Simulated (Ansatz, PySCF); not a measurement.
Process, species as SMILES: CNB(O)O [methylaminoboronic acid] -> CN[B]O + [OH] (HO) (the B-O bond at the site shown breaks; other sites are not compared here)
Structures are relaxed separately at B3LYP-D3(BJ)/def2-TZVP in Ansatz (a program for electronic structure), one conformer each, not searched for the lowest. Frequencies are from Ansatz or PySCF.

Property: bond dissociation energy (enthalpy at 298 K, with B3LYP-D3(BJ) rigid-rotor harmonic-oscillator terms), in kcal/mol. Valence correlation only, unless marked. UHF or UKS for open shells. No spin-orbit coupling. Non-relativistic. Basis-set limits of correlation are two-point, X^-3; Hartree-Fock from the larger set.

```
level                                         program  bond dissociation energy (kcal/mol)
-------------------------------------  --------------  -----------------------------------
HF/6-31G*                                      Ansatz                                106.0
HF/cc-pVDZ                                     Ansatz                                104.5
PBE-D3(BJ)/def2-TZVPD                  Ansatz + dftd3                                137.2
BLYP-D4/def2-TZVPD                     Ansatz + dftd4                                134.1
revPBE-D3(BJ)/def2-TZVPD               Ansatz + dftd3                                131.4
revPBE-D4/def2-TZVPD                   Ansatz + dftd4                                132.4
r2SCAN-D3(BJ)/def2-TZVPD               Ansatz + dftd3                                134.0
PBE0/def2-SVP                                  Ansatz                                139.4
PBE0-D4/def2-TZVP                      Ansatz + dftd4                                136.5
r2SCANh/def2-TZVPD                             Ansatz                                133.1
r2SCAN0/def2-TZVPD                             Ansatz                                132.3
CAM-B3LYP-D4/def2-TZVPD                Ansatz + dftd4                                138.2
LC-wPBE/def2-TZVPD                             Ansatz                                136.3
RPA@PBE/cc-pVQZ                                Ansatz                                132.6
MP2/6-31G*                                     Ansatz                                140.4
MP2/cc-pVTZ                                    Ansatz                                145.8
CCSD/cc-pVQZ                                   Ansatz                                138.0
CCSD(T)/6-31G*                                 Ansatz                                134.4
CCSD(T)/cc-pVQZ                                Ansatz                                140.5
CCSD(T) with core electrons/cc-pwCVTZ          Ansatz                                140.1
CCSD(T)/CBS(cc-pVTZ,cc-pVQZ)                   Ansatz                                141.5
```
